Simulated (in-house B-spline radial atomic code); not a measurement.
**Ionising Xe with different functionals**

Computed with a B-spline radial code for spherical atoms: scalar-relativistic (spin-free X2C) Hamiltonian, Fermi nucleus of rms radius 4.7859 fm, spin-polarised at highest spin, spherical fractional occupations for the functionals, and exact exchange of hybrids averaged over the configuration. The ionisation energy is the difference of two self-consistent energies, [Kr] 4d10 5s2 5p6 → [Kr] 4d10 5s2 5p5, without Breit or QED terms; ε is the level of the shell that loses the electron (its least bound occupied spin orbital). There is no spin-orbit coupling in this Hamiltonian.

| method | rung | ΔSCF (eV) | -ε(5p) (eV) |
| --- | --- | --- | --- |
| PBE0 | global hybrid | 12.44 | 9.52 |
| B3LYP | global hybrid | 12.42 | 9.24 |
| TPSSh | global hybrid | 12.48 | 8.85 |
| BHandHLYP | global hybrid | 12.34 | 10.62 |
| r2SCAN0 | global hybrid | 12.64 | 9.75 |
| B97-1 | global hybrid | 12.34 | 9.24 |
| HSE06 | range-separated hybrid | 12.42 | 9.10 |
| wB97X | range-separated hybrid | 12.26 | 11.82 |
| CAM-B3LYP | range-separated hybrid | 12.41 | 10.84 |
| LC-wPBE | range-separated hybrid | 12.43 | 12.26 |

Task: Among the functionals, which spreads more, the ΔSCF values or the orbital energies?

Result: The orbital energies: ΔSCF values span about 0.38 eV and the orbital energies 3.41 eV; here energy differences depend much less on the functional than eigenvalues do.

Task: How do they compare with the NIST value?

Result: NIST lists 12.130 eV (measured, ground level to ground level). Errors run from +0.13 to +0.51 eV; wB97X is closest (+0.13 eV), but part of that can be cancellation, since the calculations leave out spin-orbit coupling, Breit-QED terms, multiplet and fine-structure energies.
